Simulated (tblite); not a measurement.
Q: Give a GFN2-xTB geometry of `C([C@H](C)O[C@@H](C)[O])=O` [radical]. (Doublet state.)

A: 
Z-matrix in Å and degrees, rows numbered from 1:
```
C 
C   1  1.5701
O   2  1.2748  1  115.65
O   2  1.4380  1  105.74  3   130.79
C   4  1.3969  2  115.68  1  -124.38
C   5  1.5242  4  110.71  2   143.52
C   5  1.5253  4  111.46  2   -92.15
O   7  1.1933  5  124.49  4  -159.01
H   1  1.0839  2  109.49  3   179.48
H   1  1.0844  2  108.44  3    58.07
H   1  1.0859  2  107.43  3   -60.67
H   2  1.1256  1  102.51  3  -121.91
H   5  1.1099  4  107.96  2    21.23
H   6  1.0872  5  109.60  4    52.11
H   6  1.0863  5  110.35  4   -67.76
H   6  1.0863  5  108.96  4   171.60
H   7  1.1043  5  112.93  4    21.82
```

The 4 C–O bonds span 1.193 Å (C7=O8, drawn double) to 1.438 Å (C2–O4, drawn single), a spread of 0.245 Å. The C–C distances run from 1.524 Å (C5–C6, drawn single) to 1.570 Å (C1–C2, drawn single), a spread of 0.046 Å. Of the pairs four or more bonds apart, O3···H13 is among the closest relative to their van der Waals radii: 2.12 Å, 78 % of the sum of Bondi's values. C7 (carbon bonded to C, O and H) is planar (angles 124.5°, 122.6° and 112.9°, sum 360.0°, 0.01 Å off the plane of its three neighbours).

Structure optimised with GFN2-xTB, isolated species. This method treats the open shell by occupation alone, without spin polarisation.

Point group: C1 (no symmetry element, even within 0.4 Å). Its GFN2-xTB frequencies are all real (lowest 41 cm⁻¹). Torsions: C1–C2–O4–C5 -124°, C2–O4–C5–C6 144°, O4–C5–C7–O8 -159°.

One conformer stands for the species.

The numbers are calculated, not measured.
